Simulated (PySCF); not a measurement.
Identify the compound

Molecular formula: CH₂B₃F₃O₄. Simulated spectra:

1H NMR (600 MHz, computed): δ 4.65 (br, 2H).

13C{1H} NMR (computed): δ 126.2 (q, J = 333.8 Hz).

Calculated, not measured (PySCF 2.14): B3LYP/pcJ-1 coupling constants (spin–dipole term only in couplings to heteroatoms), PBE0/pcSseg-1 with gauge-including orbitals, PBE0-D3(BJ)/def2-SVP geometry. No relativistic terms, single conformer, no solvent, averaged over atoms made equivalent by symmetry, fast rotation or ring inversion.

Referencing at the same level of theory: TMS for 1H and 13C.

Deduce the structure.

Answers


Carbon types of the structure: 1 × C, leaving 2 H on heteroatoms. δC 126.2: CF3 carbon; 4 electronegative neighbours deshield it. δH 4.65: hydrogen on a boron bonded to 2 O, in a 6-membered ring.

Structure: `FC(F)(F)OB1OBOBO1`.

The data come from this structure; uniqueness wasn't tested.

Hydrogens on boron are broadened and split by 11B (spin 3/2, 80 %) and 10B (spin 3). Common functionals overestimate the size of one-bond C–F couplings by tens of Hz; these are unscaled. Shifts are as computed. Against solution values, carbons near 30 ppm lie about +2 ppm off and those near 130 ppm about +5 ppm. Of 1313 compounds with measured shifts, 239 miss one by over three times the rms of a fit or turn the order of signals round; such compounds aren't used in these exercises.
